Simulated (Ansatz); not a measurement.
An input meant for the cluster HgSe₂⁻ (charge -1, quartet; atoms displaced at random, 0.15 Å in each coordinate).

```yaml
crystal:
  periodic: [false, false, false]
  atoms:
    - {symbol: Hg, position_ang: [-0.971646, 1.982891, 0.098428]}
    - {symbol: Se, position_ang: [1.332998, -0.240928, -0.204214]}
    - {symbol: Se, position_ang: [-0.371812, -1.475815, -0.211515]}
basis:
  gaussian: {orbitals: def2-mTZVPP}
total_charge: -1
magnetization: {spin_polarized: true, initial_magnetization: 3}
hamiltonian: {xc: {name: B2PLYP}, dispersion: d2}
accuracy: high
scf: {omitted_lower_state_checks: [starts]}
output: {forces: true}
```

```sh
$ ansatz run in.yaml --threads 4 --pin off --events-out ev --progress --plain --max-ram 3916MiB
```

Output, abridged:

```
Error: YAML parse error: error: line 11 column 47: hamiltonian.dispersion: `d2` is not `none`, `rvv10`, `d3bj`, `d3bjatm`, `d4` or a map `{method: …, s8: …, a1: …, a2_bohr: …}` (numbers without units, a2 in bohr) or `{method: …, functional: …}`
 9 | total_charge: -1
10 | magnetization: {spin_polarized: true, initial_magnetization: 3}
11 | hamiltonian: {xc: {name: B2PLYP}, dispersion: d2}
12 | accuracy: high
13 | scf: {omitted_lower_state_checks: [starts]}
```

(1) Something in this input is off. What?

## Answers

(1) The program holds no damping parameters for this pairing of functional and dispersion term, so they'd have to be typed. The input was rejected before any iteration.
